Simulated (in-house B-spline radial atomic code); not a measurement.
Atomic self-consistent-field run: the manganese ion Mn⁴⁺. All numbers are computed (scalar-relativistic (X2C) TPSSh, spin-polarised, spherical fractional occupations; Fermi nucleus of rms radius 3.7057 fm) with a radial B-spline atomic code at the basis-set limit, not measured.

Command:
```bash
python run_scf.py task.json out
```
Settings (nuclear radius in fm, mass in u):
```
Z                25
configuration    [Ar] 3d3
hamiltonian      x2c
method           tpssh
spin_polarised   True
nucleus          fermi
rms_radius       3.7057
atomic_mass      54.93804
speed_of_light   137.035999084
```

Output (hartree, bohr):
```
 radial grid: 67 intervals, B-splines of order 8, outer radius 14.6809 bohr

 iter        energy (Eh)    residual
    1       -1154.508948    3.89e-02
    2       -1154.511071    1.61e-03
    3       -1154.511085    6.08e-04
    4       -1154.511085    2.75e-04
    5       -1154.511085    1.99e-05
    6       -1154.511085    9.88e-06
    7       -1154.511085    1.95e-07

 total energy                     -1154.51109
 kinetic                            1169.2680
 electron-nucleus                  -2713.0308
 Hartree                             440.0265
 exact exchange                       -4.9291
 exchange-correlation                -45.8457

 orbital      occ     eigenvalue          <r>       <r^2>       <1/r>       r_max
 1s up      1.000      -239.3595    0.0605636  0.00494543     25.2506     0.03953
 1s down    1.000      -239.3599    0.0605633  0.00494538     25.2507     0.03953
 2s up      1.000       -29.8819     0.278869   0.0919181     5.35691      0.2321
 2s down    1.000       -29.8198     0.278445   0.0916153     5.36528       0.232
 2p up      3.000       -25.5921     0.247144   0.0751302     5.20281      0.1883
 2p down    3.000       -25.5402     0.246649   0.0747921      5.2106      0.1881
 3s up      1.000        -5.4199     0.831596    0.793771     1.70366       0.729
 3s down    1.000        -5.2604     0.834347    0.799431     1.69631      0.7291
 3p up      3.000        -4.2077     0.868829     0.88092     1.57505      0.7412
 3p down    3.000        -4.0424     0.874171    0.892822     1.56463      0.7417
 3d up      3.000        -2.2949     0.962465       1.135     1.31216       0.717
```

Run time, properties included: 0.45 s on 1 thread of Arm Neoverse V1 (shared host).

Caution: exact exchange at fractional occupations of open shells leaves self-interaction of up to several eV.
